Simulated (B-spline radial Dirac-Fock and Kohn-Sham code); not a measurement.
# What relativity does to the binding energies of Yb⁶²⁺

System: the Yb⁶²⁺ ion, [He] 2s2 2p4.

Both columns are ΔSCF binding energies of the configuration average from a radial finite-basis atomic code: non-relativistic Hartree-Fock with a point nucleus, and Dirac-Fock with a finite nucleus and the Coulomb interaction alone, averaged over the two j levels with weights 2j+1.

| shell | Hartree-Fock (eV) | Dirac-Fock (eV) | shift (eV) | shift (%) |
| --- | --- | --- | --- | --- |
| 1s | 63029.0 | 67668.9 | +4639.91 | +7.36 |
| 2s | 14557.3 | 15908.1 | +1350.82 | +9.28 |
| 2p | 14287.6 | 14822.9 | +535.33 | +3.75 |

Relativity binds 1s, 2s, 2p more strongly, among those listed most of all 2s in relative terms.

Values without a named source are computed, but for edge energies of neutral atoms, which are taken from tables.
